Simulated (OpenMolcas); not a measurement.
Ru5+ among 2 point charges of -1.5 e arranged as a linear pair (D∞h), 2.03 Å from the ion.

* Program: OpenMolcas 26.06
* Method: SS-CASPT2, IPEA 0.25 Eh, imaginary shift 0.1 Eh (closed shells correlated: 4s 4p)
* Basis: ANO-RCC-VDZP [6s5p3d1f]
* Scalar Hamiltonian: DKH2, point nucleus
* Active space: 3 electrons in 5 orbitals (4d)
* State averaging: 2S+1 = 4 even, 10 roots; 2S+1 = 2 even, 40 roots
* Spin-orbit coupling: state interaction with AMFI integrals over the reference wave functions

**Question.** What is the spin-free ground state (labels by Λ)?

**Answer.** 4Π, 2-fold in its orbital part, 85 % from free-ion F terms; it has the highest spin that d3 allows.

**Question.** Where is the first state of the same spin?

**Answer.** 4Σ at 1860 cm-1 above the ground state.

**Question.** What are the lowest two levels with spin-orbit coupling?

**Answer.** A 2-fold level with g = 0.46, 0.46, 1.38, then a 2-fold level 1020 cm-1 above it. Their leading multiplicities are 4 (98 %) and 4 (99 %).

**Question.** What is χT at 300 K, and how does it compare with the textbook value?

**Answer.** The lowest level has 2S+1 = 4, for which the spin-only value is χT = S(S+1) / 2 = 1.875 cm3 K/mol (g = 2). The computed 0.197 at 300 K differs by -1.678, through orbital momentum, spin-orbit coupling and any other state in reach.

Roots that are degenerate in the reference are averaged as groups; the widest CASPT2 spread within a group is 39 cm-1 (the 2-fold group of multiplicity 2 near 39900 cm-1 above the lowest state of its run). Shifts and gaps below about the spread of the groups concerned are not significant. Spin-orbit coupling mixes the spin-free states strongly: the lowest level takes only 70 % from its leading state, 4Π. Free-ion shares, where given, are those of the reference states; single-state CASPT2 does not remix them. Point charges carry no covalency, so the field is a model and not that of real ligands. No measured value stands beside these numbers.
